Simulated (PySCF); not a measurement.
C3H9Al, SMILES CC[CH2][AlH2].

Geometry optimised at B3LYP-D3(BJ)/def2-SVP. The structure was generated by enumeration; whether it is a known compound was not checked. The values are those of a single conformer.

Calculation: C-PCM-B3LYP/def2-SVP run with PySCF.

The values are the electrostatic part of the solvation free energy, E(continuum) − E(gas) at the gas-phase geometry, in a cavity of scaled van der Waals radii (PySCF's table); cavitation and dispersion terms are not included. A continuum can't describe solvent molecules that bind to the metal. In vacuum the orbital gap is 5.84 eV. The dipole moment in vacuum is 0.69 D.

```tsv
solvent	ε	ΔG(elec) (kcal/mol)	dipole (D)	gap (eV)
water	78.36	-4.1	0.85	6.15
1-octanol	9.86	-3.7	0.83	6.12
ethylethanoate	5.99	-3.4	0.82	6.10
```
